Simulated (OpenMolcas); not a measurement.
# Ce3+: moving or changing the point charges

Ce3+ among 6 point charges of -2 e arranged as a tetragonal octahedron (D4h), 2.27 Å from the ion, with the axial distance 2.452 Å.
```
   2.2700    0.0000    0.0000  -2.00
   0.0000    2.2700    0.0000  -2.00
  -2.2700    0.0000    0.0000  -2.00
   0.0000   -2.2700    0.0000  -2.00
   0.0000    0.0000    2.4516  -2.00
   0.0000    0.0000   -2.4516  -2.00
```

```json
{"Program": "OpenMolcas", "Method": "CASSCF", "Basis": "ANO-RCC-VDZP [7s6p4d2f1g]", "Scalar Hamiltonian": "DKH2, point nucleus", "Active space": "1 electron in 7 orbitals (4f)", "State averaging": "2S+1 = 2 odd, 7 roots", "Spin-orbit coupling": "RASSI with atomic mean-field integrals over the reference wave functions"}
```

Runs around this geometry, states (labels of D4, the rotations of D4h). Energies in cm-1 above the lowest state or level, χT in cm3 K/mol.

```
R (Å)  q (e)  Ground state  First state of that spin  First gap with spin-orbit (degeneracies)  Width of lowest J  χT at 300 K
 2.27     -1           2B1                  2E 376.6                              321.8 (2, 2)                727        0.629
 2.27     -2           2B1                  2E 781.2                              652.6 (2, 2)               1388        0.423
 2.39     -2           2B1                  2E 594.9                              479.1 (2, 2)               1136        0.509
 2.63     -2           2B1                  2E 351.9                              260.4 (2, 2)                777        0.647
```

Taking the width of the lowest J multiplet as R^-n, n = -ln(777 / 1388) / ln(2.63 / 2.27) = 3.9 between the shortest and longest distance.

Scaling the charges by -1 / -2 = 0.50 scales the width of the lowest J multiplet by 727 / 1388 = 0.52; with fixed orbitals a first-order splitting would follow the charge.

Point charges carry no covalency, so the field is a model and not that of real ligands. No measured value stands beside these numbers.
